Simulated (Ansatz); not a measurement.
C4H6, charge +1, doublet, at a GFN2-xTB geometry (a state made from the parent by changing its charge; the spin is typed, not shown lowest); BHLYP/STO-3G (Ansatz, a program for electronic structure).

The Ansatz input:
Ansatz 0.2 input:
```yaml
crystal:
  periodic: [false, false, false]
  atoms:
    - {symbol: C, position_ang: [1.71665213, 0.23385619, -0.65421520]}
    - {symbol: C, position_ang: [0.68274168, -0.14002771, 0.14349386]}
    - {symbol: C, position_ang: [-0.68274168, 0.14002771, -0.14349386]}
    - {symbol: C, position_ang: [-1.71665213, -0.23385619, 0.65421520]}
    - {symbol: H, position_ang: [1.60973557, 0.96661348, -1.44374069]}
    - {symbol: H, position_ang: [2.70290166, -0.19391727, -0.52929052]}
    - {symbol: H, position_ang: [0.88858126, -0.68913391, 1.05875241]}
    - {symbol: H, position_ang: [-0.88858126, 0.68913391, -1.05875241]}
    - {symbol: H, position_ang: [-2.70290166, 0.19391727, 0.52929052]}
    - {symbol: H, position_ang: [-1.60973557, -0.96661348, 1.44374069]}
basis:
  gaussian:
    orbitals: STO-3G
hamiltonian:
  xc: {name: BHLYP}
total_charge: 1
magnetization: {spin_polarized: true, initial_magnetization: 1}
```

What the program printed (banner, timings and long lists left out):

```
Functional definition: BHLYP
356 factors; integrals over basis functions are off by at most 3.9e-5 eV
mean field evaluation 1: about -4182.0472 eV, gradient 7.1e0 eV
mean field evaluation 2: about -4182.3640 eV, gradient 5.0e0 eV
mean field evaluation 4: about -4182.5458 eV, gradient 5.3e-1 eV
mean field evaluation 8: about -4182.5450 eV, gradient 7.4e-3 eV
mean field evaluation 16: about -4182.5450 eV, gradient 4.7e-5 eV
mean field -4182.54501051 eV, -153.7056941056 hartree, gradient 4.7e-5 eV, S^2 0.809472; 0 other end points of the search recorded, 0 dependent functions left out
reference -4182.54514636 eV, -153.7056990978 hartree; 15, 14 occupied and 11, 12 virtual orbitals, 356 factors
Total energy: -4182.54514636 eV, -153.7056990978 hartree
```
